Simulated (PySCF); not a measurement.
Compound: C3H4N2O2S2 (charge -1 and doublet state).
Cartesian coordinates in Å at the GFN2-xTB level; atoms count from 1:
```
atom  x, y, z in Å
C1    -1.794    0.777   -0.479
S2    -0.913   -0.666    0.222
O3    -1.351   -1.819   -0.544
O4    -1.217   -0.723    1.643
C5     0.769   -0.277   -0.017
N6     1.112    0.292   -1.202
S7     2.764    0.587   -1.084
N8     2.982   -0.004    0.485
C9     1.787   -0.423    0.899
H10   -1.697    1.596    0.222
H11   -2.830    0.507   -0.635
H12   -1.293    0.996   -1.413
H13    1.676   -0.841    1.885
```

The hyperfine couplings belong to this conformer and change with its torsions.

As a line formula: `CS(=O)(=O)C1=NS[N][CH-]1` [radical] (charge -1).

Level of theory: PySCF, UKS B3LYP, pcH-1 on C H N O S, non-relativistic, mean-field spin-orbit, GIAO. Whether the extra electron is bound in the gas phase wasn't checked; a finite basis holds it in any case. Couplings are sensitive to structure, and on GFN2-xTB geometries they can be far from those on DFT ones, by a factor of two or more for some ions and for spin on atoms past the first row. No stability test was run, so a lower SCF solution isn't excluded.

(1) What is the g tensor, term by term?

(2) What effective moment and Curie constant follow for a powder?

(3) At 9.644 GHz, how far is the centre of the isotropic spectrum from where a free electron (g = 2.002319) resonates?

(4) In a frozen sample, at which fields do the three g values resonate at 9.5, 34, 94 and 263 GHz (hyperfine left aside), and which band first spreads them over more than twice a line width of 0.3 mT?

Answers

(1) 
```
                    Δg (ppt)      1      2      3
relativistic mass correction  -0.25  -0.25  -0.25
            gauge correction  -0.02   0.04   0.05
   orbital Zeeman/spin–orbit   0.04   0.83   5.50
                       total  -0.22   0.63   5.31
```

So g = 2.00210, 2.00295, 2.00763 and g_iso = 2.00423; the tensor is rhombic: the two nearest values differ by 15 % of g3 − g1. 

(2) With the mean of g² = 4.0169 and S(S+1) = 0.75: μ_eff = √(⟨g²⟩S(S+1)) = 1.736 μB and χT = 0.12505·⟨g²⟩·S(S+1) = 0.377 cm³ K/mol (cgs; spin-Hamiltonian part alone).

(3) B = hν/(g μB) with μB/h = 13.99624 MHz/mT gives 344.12 mT for the free electron and 343.79 mT at g_iso, 0.33 mT lower.

(4) 
```tsv
band	GHz	B(g3) mT	B(g2) mT	B(g1) mT	spread mT
X	9.5	338.09	338.88	339.02	0.93
Q	34.0	1209.99	1212.83	1213.34	3.34
W	94.0	3345.28	3353.11	3354.52	9.24
J	263.0	9359.67	9381.56	9385.52	25.85
```

The spread grows in proportion to the frequency. X band is the first where it exceeds 0.6 mT.

Largest spin populations (Mulliken): N6 (+0.45), N8 (+0.27), S7 (+0.20) and C5 (+0.10). Three atoms exceed +0.15.

The HOMO–LUMO gaps are 3.39 eV among the α and 6.10 eV among the β orbitals.

The SMILES draws the unpaired electron on N8; the largest computed Mulliken spin population is on N6 (0.45 against 0.27).
